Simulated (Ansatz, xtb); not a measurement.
## C5H6ClF: which of two isomers lies lower

Structure a is `FC1=C(Cl)CCC1`, a singlet and structure b is `F[C@@H]1C=CC[C@H]1Cl`, a singlet. Both are isolated molecules in the gas phase, relaxed with PBE-D3(BJ)/def2-SVP; the shapes shown needn't be the lowest conformers.

a (Å):

```yaml
atoms:
  - { symbol: C, position_ang: [0.6505, -1.1964, 1.0612] }
  - { symbol: C, position_ang: [0.0850, -1.1241, -0.1642] }
  - { symbol: C, position_ang: [1.1152, -1.2734, -1.2526] }
  - { symbol: C, position_ang: [2.4469, -1.0804, -0.4777] }
  - { symbol: C, position_ang: [2.1361, -1.4021, 1.0060] }
  - { symbol: Cl, position_ang: [-1.6060, -0.9891, -0.4866] }
  - { symbol: F, position_ang: [0.0037, -1.1688, 2.2295] }
  - { symbol: H, position_ang: [1.0365, -2.2810, -1.7211] }
  - { symbol: H, position_ang: [0.9811, -0.5329, -2.0679] }
  - { symbol: H, position_ang: [3.2719, -1.6955, -0.8855] }
  - { symbol: H, position_ang: [2.7563, -0.0190, -0.5567] }
  - { symbol: H, position_ang: [2.3894, -2.4524, 1.2796] }
  - { symbol: H, position_ang: [2.6813, -0.7488, 1.7189] }
```

b (Å):

```yaml
atoms:
  - { symbol: C, position_ang: [0.2282, -1.6843, 0.0574] }
  - { symbol: C, position_ang: [1.3576, -2.3384, 0.8089] }
  - { symbol: C, position_ang: [2.4864, -1.6089, 0.7095] }
  - { symbol: C, position_ang: [2.3029, -0.3896, -0.1601] }
  - { symbol: C, position_ang: [0.9456, -0.6504, -0.8412] }
  - { symbol: Cl, position_ang: [1.1993, -1.3719, -2.4845] }
  - { symbol: F, position_ang: [-0.6104, -1.0059, 0.9576] }
  - { symbol: H, position_ang: [-0.4107, -2.3732, -0.5344] }
  - { symbol: H, position_ang: [1.2260, -3.2498, 1.4088] }
  - { symbol: H, position_ang: [3.4355, -1.8397, 1.2172] }
  - { symbol: H, position_ang: [3.1124, -0.2412, -0.9024] }
  - { symbol: H, position_ang: [2.2641, 0.5327, 0.4624] }
  - { symbol: H, position_ang: [0.3179, 0.2486, -0.9823] }
```

Quicker runs give these differences E(b) − E(a): GFN2-xTB +4.90 kcal/mol; HF/STO-3G +8.42 kcal/mol (at GFN2-xTB geometries); r2SCAN-D4/def2-SVP +2.66 kcal/mol (at GFN2-xTB geometries).

Q: Estimate E(b) − E(a) at the level CCSD(T)/def2-SVP + ΔMP2/def2-TZVPP.

A: Not settled: CCSD(T)/def2-SVP + ΔMP2/def2-TZVPP gives E(b) − E(a) = −1.43 kcal/mol, but this leans on the basis-set step: CCSD(T) alone gives +0.42 kcal/mol.

Level by level:

```csv
level,geometry,E(b) − E(a) (kcal/mol),departure from the last row (kcal/mol),"job, with rough time for the two"
GFN2-xTB,GFN2-xTB,+4.90,+6.33,"optimisation, 0.16 s"
HF/STO-3G,GFN2-xTB,+8.42,+9.85,"single point, 0.36 s"
r2SCAN-D4/def2-SVP,GFN2-xTB,+2.66,+4.09,"single point, 3.7 s"
PBE-D3(BJ)/def2-SVP,PBE-D3(BJ)/def2-SVP,+3.69,+5.12,"optimisation, 26 s"
HF/def2-SVP,PBE-D3(BJ)/def2-SVP,−2.07,−0.64,part of the CCSD(T) run
MP2/def2-SVP,PBE-D3(BJ)/def2-SVP,+1.41,+2.84,part of the CCSD(T) run
CCSD(T)/def2-SVP,PBE-D3(BJ)/def2-SVP,+0.42,+1.85,single point
CCSD(T)/def2-SVP + ΔMP2/def2-TZVPP,PBE-D3(BJ)/def2-SVP,−1.43,,"single point, 67 s"
```

As drawn, both hold the same kinds of bond in the same numbers.

GFN2-xTB, HF/STO-3G, r2SCAN-D4/def2-SVP, PBE-D3(BJ)/def2-SVP, MP2/def2-SVP put the two in the other order. CCSD(T)/def2-SVP finds them nearly level. The largest departure from CCSD(T)/def2-SVP + ΔMP2/def2-TZVPP is that of HF/STO-3G, 9.85 kcal/mol. The last row adds to CCSD(T) the change of the MP2 difference between the two basis sets, here −1.85 kcal/mol.

With thermal terms from frequencies at re-optimised GFN2-xTB minima (ideal gas, soft modes damped towards free rotors, one conformer each, 298.15 K, 1 atm): on the last row, ΔE + ΔZPE = −2.03, ΔH = −2.18, ΔG = −1.89 kcal/mol.

The correlated steps freeze 11 core orbitals. Mirror images aren't counted in ΔG. Run with Ansatz 0.2.0, xtb 6.7.1; the last row on 4 threads of Arm Neoverse V1 on a shared host.
